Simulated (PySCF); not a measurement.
BH6NO2Si, SMILES OB(N[SiH3])O.

Geometry: TPSSh-D3(BJ)/def2-SVP. This is a generated structure with no PubChem entry under its InChIKey; it may be hypothetical. The values are those of a single conformer.

The numbers are results of PySCF with PBE/def2-TZVP, not measurements.

Symmetry labels are those of the subgroup Cs that the program uses (full group Cs).

Computed valence orbital energies around the gap with their symmetry:
```tsv
orbital	symmetry	energy (eV)
HOMO−7	A'	-10.19
HOMO−6	A"	-9.54
HOMO−5	A'	-8.78
HOMO−4	A'	-8.52
HOMO−3	A"	-8.30
HOMO−2	A'	-7.97
HOMO−1	A"	-7.46
HOMO	A"	-6.28
LUMO	A'	-0.69
LUMO+1	A'	0.39
LUMO+2	A"	0.75
LUMO+3	A'	0.75
```
